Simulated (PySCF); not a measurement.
## Potential energy of GaCl along the bond

Set-up: Ga cc-pVTZ-PP with ECP10, Cl cc-pV(T+d)Z; scalar-relativistic core potentials (PySCF 2.14). Energies in eV from Ga + Cl in their ground configurations at the same level. All curves are PBE0. state 1: ¹Σ⁺ (singlet), closed shell; state 2: ³Π (triplet), unpaired electrons σ ↑, π ↑, a second solution, started from another occupation.

```json
{"R (Å)": "1.913", "state 1": "-3.988", "state 2": "-0.663"}
{"R (Å)": "2.002", "state 1": "-4.455", "state 2": "-1.042"}
{"R (Å)": "2.091", "state 1": "-4.706", "state 2": "-1.211"}
{"R (Å)": "2.158", "state 1": "-4.792", "state 2": "-1.245"}
{"R (Å)": "2.225", "state 1": "-4.814", "state 2": "-1.223"}
{"R (Å)": "2.292", "state 1": "-4.788", "state 2": "-1.163"}
{"R (Å)": "2.381", "state 1": "-4.698", "state 2": "-1.045"}
{"R (Å)": "2.492", "state 1": "-4.527", "state 2": "-0.872"}
{"R (Å)": "2.626", "state 1": "-4.270", "state 2": "-0.664"}
{"R (Å)": "2.804", "state 1": "-3.891", "state 2": "-0.431"}
```

Task: Put a parabola through the three lowest points of the state 1 curve and estimate Re, k and ωe (reduced mass 23.2 u; 1 eV/Å² = 0.16022 mdyn/Å; ωe = 1302.8·√(k/μ) cm⁻¹).

Result: Through R = 2.158, 2.225, 2.292 Å the second-order coefficient is 5.35 eV/Å², so Re ≈ 2.222 Å, k ≈ 1.71 mdyn/Å and ωe ≈ 354 cm⁻¹. A polynomial fit of higher order to the unrounded PBE0 energies gives Re = 2.219 Å, k = 1.77 mdyn/Å, ωe = 360 cm⁻¹; anharmonicity and rounding make the difference.

The higher-order fit for each curve: state 1: Re = 2.219 Å, ωe = 360 cm⁻¹, De = 4.81 eV; state 2: Re = 2.161 Å, ωe = 378 cm⁻¹, minimum 1.24 eV below the ground-state fragments.

Counting both spins, an empty level lies below a filled one in some of these solutions, because spin and occupation are held.
